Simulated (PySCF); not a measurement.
This PySCF input asks for the NMR shieldings of C6H13BOS; the geometry comes from GFN2-xTB.

```python
import basis_set_exchange as bse
import numpy as np
from pyscf import gto, dft
from pyscf.prop import nmr

atoms = """
C     2.955653    1.256007    0.916667
O     2.092465    0.226202    0.494856
C     0.754105    0.436262    0.766707
C    -0.019898   -0.861221    0.574233
C    -1.476750   -0.584857    0.187302
C    -2.147082   -1.869588   -0.304359
B    -1.485692    0.601605   -0.905800
C    -0.250435    0.736636   -1.857678
S     0.038705    1.754885   -0.363753
H     3.957360    0.962786    0.610771
H     2.687451    2.207901    0.445744
H     2.920534    1.374891    2.005345
H     0.605068    0.868328    1.766671
H     0.476702   -1.426105   -0.216804
H     0.052004   -1.451301    1.490276
H    -2.010312   -0.262429    1.090235
H    -1.662761   -2.228892   -1.209551
H    -3.192559   -1.680142   -0.532890
H    -2.094953   -2.653178    0.450198
H    -2.460338    1.215119   -1.127611
H    -0.290415    1.392101   -2.719908
H     0.540739    0.004375   -1.962285
"""
names = dict.fromkeys(["C", "O", "B", "S", "H"], "pcSseg-1")
basis = {el: gto.basis.parse(bse.get_basis(n, elements=[el], fmt="nwchem")) for el, n in names.items()}
mol = gto.M(atom=atoms, basis=basis, charge=0, verbose=0)
mf = dft.RKS(mol, xc="PBE0")
mf.grids.level = 2
mf.grids.alignment = dft.numint.BLKSIZE   # the property module wants whole blocks of grid points
mf.conv_tol = 1e-9
mf.kernel()

calc = nmr.RKS(mf)   # GIAO
C = mf.mo_coeff
Co = C[:, mf.mo_occ > 0]
resp = mf.gen_response(singlet=True, hermi=2)
def vind(x):   # induced exchange potential for any number of trial vectors
    d = np.einsum("pi,xij,qj->xpq", C, 2 * x.reshape(-1, C.shape[1], Co.shape[1]), Co, optimize=True)
    return np.einsum("xpq,pi,qj->xij", resp(d - d.transpose(0, 2, 1)), C, Co, optimize=True).ravel()
mo1, _ = nmr.rhf.solve_mo1(calc, with_cphf=vind)
sigma = calc.kernel(mo1)
for i, s in enumerate(sigma):   # ppm
    print("%2d %-2s %9.2f" % (i, mol.atom_pure_symbol(i), np.trace(s) / 3))
```

Problem. What does it print?

Solution. 
```
 0 C     126.80
 1 O     277.72
 2 C      82.59
 3 C     146.57
 4 C     159.99
 5 C     168.28
 6 B     109.53
 7 C     166.17
 8 S     655.83
 9 H      27.93
10 H      27.89
11 H      28.55
12 H      27.15
13 H      30.45
14 H      29.72
15 H      30.29
16 H      31.05
17 H      30.39
18 H      30.53
19 H      28.92
20 H      30.20
21 H      29.53
```

These numbers come from an equivalent density-fitted implementation of the same equations, which agrees with the script to about 0.01 ppm for H and up to a few tenths of a ppm for heavy atoms, so last digits may differ.

Size and cost of the density-fitted run: 225 basis functions, 51 s wall time on 1 thread of an Arm Neoverse V1, shared host; peak memory 1.1 GiB.
